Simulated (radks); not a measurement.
Results of a calculation; reference values are marked as such.
Excited configurations of neutral thulium: one electron is placed in a higher orbital outside [Xe] 4f13 6s1. The ground configuration is [Xe] 4f13 6s2. Code: a radial shooting solver on a logarithmic mesh with Libxc functionals. Model: Dirac Kohn-Sham, PBE, spin-unpolarised, spherical densities, finite nucleus; open shells fill j = l - 1/2 first; Fermi nuclear charge, rms radius 5.2256 fm. Excitation = E - E(ground); binding = E(ion) - E, where the ion is the core of charge +1; n* = 1/sqrt(2 binding) in atomic units, and the quantum defect is n - n*.

outer orbital  excitation (eV)  binding (eV)     n*  eigenvalue (eV)
5f5/2                    5.536         0.924  3.837           -0.430
6d3/2                    4.993         1.467  3.045           -0.716
6f5/2                    5.814         0.646  4.591           -0.367
7p1/2                    4.808         1.651  2.870           -0.952
7f5/2                    5.989         0.471  5.377           -0.289

The Delta-SCF ionisation energy is 6.460 eV (NIST Atomic Spectra Database: 6.184 eV, measured). Self-interaction in the functional shifts the binding energies and quantum defects, so they are the method's values and not measured ones. Spin polarisation and multiplet splitting are left out, so open shells lie too high by an amount that depends on their filling.

Beside tabulated values, note that spin-unpolarised runs miss the spin-polarisation part of the exchange energy of open shells.
